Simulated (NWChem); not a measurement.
The numbers come from NWChem runs, not from measurements. System: Ge (+1), charge 1, spin multiplicity 2. Its SCF solution wasn't tested for a lower state. Level: UHF/6-311G** (spherical d).

The NWChem input:

```
start mol
memory heap 200 mb stack 900 mb global 1100 mb
charge 1
geometry units angstroms nocenter noautoz
  Ge     0.000000     0.000000     0.000000
  symmetry group D2h
end
basis spherical
  * library 6-311g**
end
scf
  uhf
  nopen 1
  maxiter 100
  thresh 1e-7
  semidirect memsize 60000000 filesize 0
  # guess.movecs holds the orbitals of an unrestricted PBE0 run
  vectors input guess.movecs output mol.movecs
end
task scf energy
```

NWChem printed:

```
             Northwest Computational Chemistry Package (NWChem) 7.3.0
             --------------------------------------------------------

                                NWChem Input Module
                                -------------------

 Scaling coordinates for geometry "geometry" by  1.889725989
 (inverse scale =  0.529177249)

                             Geometry "geometry" -> ""
                             -------------------------

 Output coordinates in angstroms (scale by  1.889725989 to convert to a.u.)

  No.       Tag          Charge          X              Y              Z
 ---- ---------------- ---------- -------------- -------------- --------------
    1 Ge                  32.0000     0.00000000     0.00000000     0.00000000

 Effective nuclear repulsion energy (a.u.)       0.0000000000

            Nuclear Dipole moment (a.u.)
            ----------------------------
        X                 Y               Z
 ---------------- ---------------- ----------------
     0.0000000000     0.0000000000     0.0000000000

      Symmetry information
      --------------------

 Group name             D2h
 Group number             26
 Group order               8
 No. of unique centers     1

      Symmetry unique atoms

     1


 Summary of "ao basis" -> "" (spherical)
 ------------------------------------------------------------------------------
       Tag                 Description            Shells   Functions and Types
 ---------------- ------------------------------  ------  ---------------------
 *                          6-311g**                  on all atoms

 Summary of "ao basis" -> "ao basis" (spherical)
 ------------------------------------------------------------------------------
       Tag                 Description            Shells   Functions and Types
 ---------------- ------------------------------  ------  ---------------------
 Ge                         6-311g**                18       44   8s7p3d

                                 NWChem SCF Module
                                 -----------------

  ao basis        = "ao basis"
  functions       =    44
  atoms           =     1
  alpha electrons =    16
  beta  electrons =    15
  charge          =   1.00
  wavefunction    = UHF
  use symmetry    = T
  symmetry adapt  = T

 Summary of "ao basis" -> "ao basis" (spherical)
 ------------------------------------------------------------------------------
       Tag                 Description            Shells   Functions and Types
 ---------------- ------------------------------  ------  ---------------------
 Ge                         6-311g**                18       44   8s7p3d

      Symmetry analysis of basis
      --------------------------

        ag         14
        au          0
        b1g         3
        b1u         7
        b2g         3
        b2u         7
        b3g         3
        b3u         7

 Forming initial guess at       0.1s

   Symmetry analysis of molecular orbitals - initial alpha
   -------------------------------------------------------

  Numbering of irreducible representations:

     1 ag          2 au          3 b1g         4 b1u         5 b2g
     6 b2u         7 b3g         8 b3u

  Orbital symmetries:

     1 ag          2 ag          3 b3u         4 b1u         5 b2u
     6 ag          7 b3u         8 b1u         9 b2u        10 ag
    11 b2g        12 b3g        13 b1g        14 ag         15 ag
    16 b2u        17 b1u        18 b3u        19 b2u        20 ag
[...]
              MO Center= -5.4D-19,  3.3D-20, -8.3D-19, r^2= 2.9D+00
   Bfn.  Coefficient  Atom+Function         Bfn.  Coefficient  Atom+Function
  ----- ------------  ---------------      ----- ------------  ---------------
    24      0.451375  1 Ge px                27      0.429737  1 Ge px
    21      0.267422  1 Ge px                15     -0.200036  1 Ge px

 Vector   18  Occ=0.000000D+00  E=-2.576614D-01  Symmetry=b1u
              MO Center=  4.1D-17,  1.2D-17, -2.8D-18, r^2= 2.9D+00
   Bfn.  Coefficient  Atom+Function         Bfn.  Coefficient  Atom+Function
  ----- ------------  ---------------      ----- ------------  ---------------
    26      0.451375  1 Ge pz                29      0.429737  1 Ge pz
    23      0.267422  1 Ge pz                17     -0.200036  1 Ge pz

 Vector   19  Occ=0.000000D+00  E= 2.577309D-02  Symmetry=b2u
              MO Center= -9.0D-17,  2.9D-16,  1.3D-15, r^2= 7.8D+00
   Bfn.  Coefficient  Atom+Function         Bfn.  Coefficient  Atom+Function
  ----- ------------  ---------------      ----- ------------  ---------------
    28      1.529027  1 Ge py                25     -1.235168  1 Ge py

                     UHF Final Beta Molecular Orbital Analysis
                     -----------------------------------------

 Vector   13  Occ=1.000000D+00  E=-1.963676D+00  Symmetry=b3g
              MO Center=  1.0D-25,  1.2D-20, -4.1D-18, r^2= 1.8D-01
   Bfn.  Coefficient  Atom+Function         Bfn.  Coefficient  Atom+Function
  ----- ------------  ---------------      ----- ------------  ---------------
    31      0.849586  1 Ge d -1              36      0.277279  1 Ge d -1

 Vector   14  Occ=1.000000D+00  E=-1.959425D+00  Symmetry=ag
              MO Center=  1.1D-16,  5.5D-16,  7.9D-16, r^2= 1.8D-01
   Bfn.  Coefficient  Atom+Function         Bfn.  Coefficient  Atom+Function
  ----- ------------  ---------------      ----- ------------  ---------------
    34      0.736309  1 Ge d  2              32      0.425108  1 Ge d  0
    39      0.239364  1 Ge d  2

 Vector   15  Occ=1.000000D+00  E=-8.038833D-01  Symmetry=ag
              MO Center= -3.1D-22,  8.8D-20, -1.6D-19, r^2= 1.4D+00
   Bfn.  Coefficient  Atom+Function         Bfn.  Coefficient  Atom+Function
  ----- ------------  ---------------      ----- ------------  ---------------
     7      0.842624  1 Ge s                  6     -0.424765  1 Ge s
     8      0.329467  1 Ge s                  5     -0.223903  1 Ge s
     4      0.154554  1 Ge s

 Vector   16  Occ=0.000000D+00  E=-2.436441D-01  Symmetry=b1u
              MO Center=  6.3D-19, -7.8D-20,  1.3D-17, r^2= 3.0D+00
   Bfn.  Coefficient  Atom+Function         Bfn.  Coefficient  Atom+Function
  ----- ------------  ---------------      ----- ------------  ---------------
    29      0.455393  1 Ge pz                26      0.428783  1 Ge pz
    23      0.266111  1 Ge pz                17     -0.197425  1 Ge pz

 Vector   17  Occ=0.000000D+00  E=-2.436441D-01  Symmetry=b3u
              MO Center=  2.5D-18, -9.4D-18, -6.0D-17, r^2= 3.0D+00
   Bfn.  Coefficient  Atom+Function         Bfn.  Coefficient  Atom+Function
  ----- ------------  ---------------      ----- ------------  ---------------
    27      0.455393  1 Ge px                24      0.428783  1 Ge px
    21      0.266111  1 Ge px                15     -0.197425  1 Ge px

 Vector   18  Occ=0.000000D+00  E=-1.958556D-01  Symmetry=b2u
              MO Center= -2.2D-20,  9.3D-18, -1.2D-18, r^2= 3.3D+00
   Bfn.  Coefficient  Atom+Function         Bfn.  Coefficient  Atom+Function
  ----- ------------  ---------------      ----- ------------  ---------------
    28      0.554164  1 Ge py                25      0.338511  1 Ge py
    22      0.261910  1 Ge py                16     -0.186176  1 Ge py

 center of mass
 --------------
 x =   0.00000000 y =   0.00000000 z =   0.00000000

 moments of inertia (a.u.)
 ------------------
           0.000000000000           0.000000000000           0.000000000000
           0.000000000000           0.000000000000           0.000000000000
           0.000000000000           0.000000000000           0.000000000000

  Mulliken analysis of the total density
  --------------------------------------

    Atom       Charge   Shell Charges
 -----------   ------   -------------------------------------------------------
    1 Ge  32    31.00   0.77  1.19  1.04  0.93  0.87  1.16  1.45  0.58  0.50  5.48  4.49  1.49  0.33  0.55  0.16  8.17  1.78  0.05

  Mulliken analysis of the alpha density
  --------------------------------------

    Atom       Charge   Shell Charges
 -----------   ------   -------------------------------------------------------
    1 Ge  32    16.00   0.39  0.59  0.52  0.47  0.44  0.58  0.72  0.29  0.25  2.74  2.26  0.74  0.31  0.55  0.16  4.08  0.89  0.03

   Mulliken analysis of the beta density
   -------------------------------------

    Atom       Charge   Shell Charges
 -----------   ------   -------------------------------------------------------
    1 Ge  32    15.00   0.39  0.59  0.52  0.47  0.44  0.58  0.72  0.29  0.25  2.74  2.23  0.76  0.02 -0.00  0.00  4.09  0.88  0.02

   Mulliken analysis of the spin density
   -------------------------------------

    Atom       Charge   Shell Charges
 -----------   ------   -------------------------------------------------------
    1 Ge  32     1.00  -0.00  0.00  0.00  0.00 -0.00 -0.00 -0.00  0.00  0.00 -0.00  0.02 -0.02  0.28  0.55  0.16 -0.01  0.01  0.01

       Multipole analysis of the density wrt the origin
       ------------------------------------------------

     L   x y z        total         alpha         beta         nuclear
     -   - - -        -----         -----         ----         -------
     0   0 0 0      1.000000    -16.000000    -15.000000     32.000000

     1   1 0 0     -0.000000     -0.000000     -0.000000      0.000000
     1   0 1 0     -0.000000      0.000000     -0.000000      0.000000
     1   0 0 1     -0.000000     -0.000000     -0.000000      0.000000

     2   2 0 0     -8.577185     -4.979291     -3.597894      0.000000
     2   1 1 0     -0.000000     -0.000000      0.000000      0.000000
     2   1 0 1      0.000000      0.000000      0.000000      0.000000
     2   0 2 0    -11.711207     -8.347396     -3.363811      0.000000
     2   0 1 1      0.000000      0.000000     -0.000000      0.000000
     2   0 0 2     -8.577185     -4.979291     -3.597894      0.000000

 Task  times  cpu:        0.3s     wall:        0.3s

 Total times  cpu:        0.4s     wall:        0.4s
```
